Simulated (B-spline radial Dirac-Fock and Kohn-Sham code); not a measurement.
B⁺ 2s: cross section and angular parameters

System: the B⁺ ion in the configuration [He] 2s2; threshold 23.24 eV (orbital energy of the model). Calculated with a radial finite-basis atomic code, using Dirac-Hartree-Slater photoionisation with a Latter tail; cross sections with all multipoles, angular parameters from the dipole term and its interference with E2.

For linearly polarised light dσ/dΩ = σ/(4π) [1 + β P₂(cos θ) + (δ + γ cos²θ) sin θ cos φ], with θ from the polarisation vector and φ the angle between the beam and the projection of the electron momentum on the plane normal to the polarisation.

```csv
hν (eV),σ (kb),β,γ
59,685,2.000,-0.002
60.8,653,2.000,-0.001
68.8,536,2.000,0.008
71.8,498,2.000,0.013
88.3,341,2.000,0.034
89.2,335,2.000,0.035
92.6,312,2.000,0.040
276,28.6,2.000,0.233
335,17.8,2.000,0.279
422,9.99,2.000,0.336
600,4.07,2.000,0.437
891,1.41,2.000,0.583
1000,?,?,?
1150,0.693,2.000,0.692
1253.6,0.542,2.000,0.732
1486.9,0.331,2.000,0.816
1670,0.236,2.000,0.876
2520,0.0690,2.000,1.109
2730,0.0542,2.000,1.160
2950,0.0428,2.000,1.210
5414.7,0.00653,2.000,1.690
5700,0.00555,2.000,1.738
6000,0.00471,2.000,1.787
6470,0.00371,2.000,1.861
6950,0.00295,2.000,1.934
7450,0.00236,2.000,2.005
8720,0.00142,2.000,2.174
9251.7,0.00117,2.000,2.241
10200,0.000855,2.000,2.355
15000,0.000243,2.000,2.868
```

Task: Give the values at 1000 eV.

Result: σ = 1.03 kb, β = 2.000, γ = 0.631. For an s subshell δ is negligible.
